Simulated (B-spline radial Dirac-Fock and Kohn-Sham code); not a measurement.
## Ti⁷⁺: input and output of one calculation

ΔSCF core binding energies without Breit or QED terms, calculated with a radial atomic solver. Keys: rel is the Hamiltonian (dirac, or spin-free x2c and nr, where L3 and M5 stand for the whole 2p and 3d shells), method is hf or an exchange,correlation pair (spin-unpolarised, also for the hole states), nuc the nuclear model, radius_factor scales its radius, rmax is the box in bohr, h the logarithmic mesh step, order the B-spline order, points the quadrature points per cell, c_factor scales the speed of light, and damp, ndamp, maxit and tol steer the iteration. The run stops when the commutator error falls below 10·tol·max(1, Z/10), or the numerical noise floor, and the energy has settled to about 1e-8 Ha; the virial ratio is −V/T.

Input (task.json):

```json
{"items": [{"Z": 22, "q": 7, "cfg": [[1, 0, 2], [2, 0, 2], [2, 1, 6], [3, 0, 2], [3, 1, 3]], "A": 48, "rrms": 3.5921, "do": "settings", "holes": ["K", "L3", "M5"],
  "settings": [{"rel": "dirac", "method": "hf", "nuc": "fermi", "radius_factor": 1.0, "rmax": 45.0, "h": 0.3, "order": 8, "points": 10, "c_factor": 1.0, "maxit": 60, "damp": 0.5, "ndamp": 3, "tol": 1e-08, "cfg": "1s2 2s2 2p6 3s2 3p7"}]}]}
```

Command: `python xray2_run.py task.json out`

The program stops without a result: overfilled shell.

Question: One setting is unsound. Which, and why?

Answer: cfg puts more electrons in a shell than it can hold. With the default settings (Dirac Hartree-Fock): The ground state converged in 9 iterations, with total energy -836.42019 Ha, virial ratio 1.98935 and highest orbital energy -165.68 eV. ΔSCF binding energies: K (1s) 5136.0 eV, L3 (2p3/2) 614.2 eV. Holes are computed only in closed shells, and unreliable hole states are left out.
